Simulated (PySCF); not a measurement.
C3H10SSi.
Bonds: C1–C2, C2–C3, C2–S4, S4–Si5. Hydrogens: H6, H7, H8 on C1; H9 on C2; H10, H11, H12 on C3; H13, H14, H15 on Si5.

A GFN2-xTB structure was refined with PBE0-D3(BJ)/def2-SVP geometry optimisation, gas phase in PySCF. Its GFN2-xTB values:

```csv
coordinate,GFN2-xTB
C1–C2,1.519 Å
C1–H6,1.088 Å
C2–S4,1.849 Å
C2–H9,1.093 Å
S4–Si5,2.136 Å
Si5–H13,1.450 Å
C1–C2–C3,111.8°
C1–C2–S4,108.0°
C2–S4–Si5,102.1°
C3–C2–S4,110.3°
C1–C2–S4–Si5,160°
```

Question: How do these coordinates change at the PBE0-D3(BJ)/def2-SVP level?

Answer: 
```
  coordinate  PBE0-D3(BJ)/def2-SVP (Å or °)  change
     Si5–H13                          1.491  +0.041
       C1–H6                          1.101  +0.013
       C2–H9                          1.103  +0.010
       C2–S4                          1.851  +0.002
       C1–C2                          1.520  +0.001
      S4–Si5                          2.137  +0.001
    C3–C2–S4                          111.8    +1.5
   C2–S4–Si5                          101.1    -1.0
    C1–C2–S4                          107.1    -0.9
    C1–C2–C3                          112.4    +0.6
C1–C2–S4–Si5                            164      +4
```

The energy falls by 2.2 kcal/mol over 4 energy and gradient evaluations, the largest force component goes from 0.0193 to 3.4e-04 Eh/bohr, and the atoms move by 0.056 Å rms after alignment. The bond that changes most is Si5–H13 (SiH3 silicon to Si–H hydrogen), which lengthens by 0.041 Å. Bonds longer at the end by more than 0.005 Å: 10 of 14; shorter: 0. Rotational constants go from 5445, 1770, 1512 to 5343, 1794, 1506 MHz.

The run used 128 basis functions and 27 SCF cycles in all. Cost: about 70 s of CPU time on one thread; the machine was shared, so the figure is rough.

Not checked by PBE0-D3(BJ)/def2-SVP frequencies. One conformer, not necessarily the lowest.

Conformer computed: `[CH3:1][CH:2]([CH3:3])[S:4][SiH3:5]`: C1–C2–S4–Si5 164°.
